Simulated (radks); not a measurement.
Problem. The table gives one normalised radial function P(r) = r R(r) (large component) of Se32+ in [He] (r in bohr). All-electron calculation, Dirac Kohn-Sham, LB94 model potential, spin-unpolarised, spherical densities, finite nucleus; Fermi nuclear charge, rms radius 4.14 fm. Program: a radial shooting solver on a logarithmic mesh with Libxc functionals.

r,P
0.002911,1.1107
0.003389,1.2662
0.003946,1.4396
0.004593,1.6317
0.005348,1.8428
0.006176,2.0600
0.00719,2.3060
0.00837,2.5670
0.009744,2.8389
0.01134,3.1157
0.01321,3.3893
0.01537,3.6491
0.0179,3.8821
0.02083,4.0728
0.02406,4.1990
0.02801,4.2582
0.03261,4.2256
0.03796,4.0886
0.0442,3.8418
0.05145,3.4887
0.0599,3.0448
0.06973,2.5374
0.08118,2.0039
0.09375,1.5127
0.1091,1.0476
0.1271,0.6669
0.1479,0.3850
0.1722,0.1983

Which n and l does it have? It may be an empty orbital.

Solution. n = 1, l = 0: the number of nodes gives n - l - 1 = 0, the rise at small r points to l (this Dirac orbital starts outside the nucleus as r^gamma with gamma = sqrt((l + 1)^2 - (Z/c)^2) = 0.97; the j = 1/2 orbital of l + 1 starts with the same power, but with a smaller coefficient, and then steepens), and the extent must fit the shell. The curve is that of 1s1/2. 1s1/2: eigenvalue -15314.5 eV, 0 radial nodes, <r> = 0.0437 bohr, 90 % of the charge inside 0.0781 bohr.
